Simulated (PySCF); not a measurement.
C2H4I, charge +1, multiplicity 1. Atoms are numbered in the order given.

```xyz
7

C      0.3070     2.4569     0.0000
C     -0.5561     1.2957     0.0000
I      0.0325    -0.6112     0.0000
H      0.0164     3.0928     0.8674
H      0.0164     3.0928    -0.8674
H      1.3843     2.2541     0.0000
H     -1.6469     1.4388     0.0000
```
Charge +1, spin multiplicity 1.

Geometry: B3LYP-D3(BJ)/def2-SVP. The multiplicity is an assumed one; other spin states were not compared. The isomer is the one that the SMILES or the coordinates give; other isomers of the formula were not compared. The def2 effective core potentials stand for the cores of I; spin–orbit coupling is left out.

Calculation: PBE/def2-TZVPD run with PySCF.

Symmetry labels are those of the subgroup Cs that the program uses (full group Cs).

Computed valence orbital energies around the gap with their symmetry:
```
orbital  symmetry  energy (eV)
-------  --------  -----------
HOMO−7         A'       -24.01
HOMO−6         A'       -20.61
HOMO−5         A'       -17.54
HOMO−4         A'       -16.43
HOMO−3         A"       -16.37
HOMO−2         A'       -14.85
HOMO−1         A"       -13.50
HOMO           A'       -12.45
LUMO           A"       -10.31
LUMO+1         A'        -7.27
LUMO+2         A'        -4.72
LUMO+3         A'        -3.80
```
